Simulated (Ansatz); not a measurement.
BCl2(CCH) (C2HBCl2). Charge 0, multiplicity 3. Geometry B3LYP-D4/def2-SVP, that of the neutral singlet.

```xyz
6

B    -0.645   -0.822   -0.052
Cl   -0.289   -2.161   -1.131
Cl   -2.097   -0.873    0.937
C     0.289    0.366    0.025
C     1.040    1.322    0.084
H     1.702    2.168    0.138
```

At PBE0-D4/def2-TZVP a singlet of charge 0 lies 4.09 eV below the triplet at the same geometry.

(1) Estimate the α-spin orbital energies around the gap (eV) in Ansatz with PBE-D4/def2-TZVP, r2SCAN-D4/def2-TZVP, PBE0-D4/def2-TZVP.

Answers

(1) 
```json
{"orbital": "HOMO−5", "PBE-D4/def2-TZVP": "-8.77", "r2SCAN-D4/def2-TZVP": "-9.34", "PBE0-D4/def2-TZVP": "-10.30"}
{"orbital": "HOMO−4", "PBE-D4/def2-TZVP": "-8.54", "r2SCAN-D4/def2-TZVP": "-8.89", "PBE0-D4/def2-TZVP": "-10.08"}
{"orbital": "HOMO−3", "PBE-D4/def2-TZVP": "-8.23", "r2SCAN-D4/def2-TZVP": "-8.40", "PBE0-D4/def2-TZVP": "-9.33"}
{"orbital": "HOMO−2", "PBE-D4/def2-TZVP": "-8.20", "r2SCAN-D4/def2-TZVP": "-8.23", "PBE0-D4/def2-TZVP": "-9.25"}
{"orbital": "HOMO−1", "PBE-D4/def2-TZVP": "-8.04", "r2SCAN-D4/def2-TZVP": "-7.77", "PBE0-D4/def2-TZVP": "-8.68"}
{"orbital": "HOMO", "PBE-D4/def2-TZVP": "-3.41", "r2SCAN-D4/def2-TZVP": "-4.16", "PBE0-D4/def2-TZVP": "-5.06"}
{"orbital": "LUMO", "PBE-D4/def2-TZVP": "-1.78", "r2SCAN-D4/def2-TZVP": "-1.68", "PBE0-D4/def2-TZVP": "-0.85"}
{"orbital": "LUMO+1", "PBE-D4/def2-TZVP": "0.49", "r2SCAN-D4/def2-TZVP": "0.05", "PBE0-D4/def2-TZVP": "0.55"}
{"orbital": "LUMO+2", "PBE-D4/def2-TZVP": "0.51", "r2SCAN-D4/def2-TZVP": "1.02", "PBE0-D4/def2-TZVP": "1.19"}
{"orbital": "LUMO+3", "PBE-D4/def2-TZVP": "0.81", "r2SCAN-D4/def2-TZVP": "1.43", "PBE0-D4/def2-TZVP": "1.29"}
{"orbital": "LUMO+4", "PBE-D4/def2-TZVP": "1.05", "r2SCAN-D4/def2-TZVP": "1.59", "PBE0-D4/def2-TZVP": "2.27"}
{"orbital": "LUMO+5", "PBE-D4/def2-TZVP": "2.28", "r2SCAN-D4/def2-TZVP": "3.09", "PBE0-D4/def2-TZVP": "3.12"}
{"orbital": "β HOMO", "PBE-D4/def2-TZVP": "-7.67", "r2SCAN-D4/def2-TZVP": "-7.66", "PBE0-D4/def2-TZVP": "-8.62"}
{"orbital": "β LUMO", "PBE-D4/def2-TZVP": "-7.35", "r2SCAN-D4/def2-TZVP": "-7.09", "PBE0-D4/def2-TZVP": "-6.35"}
```
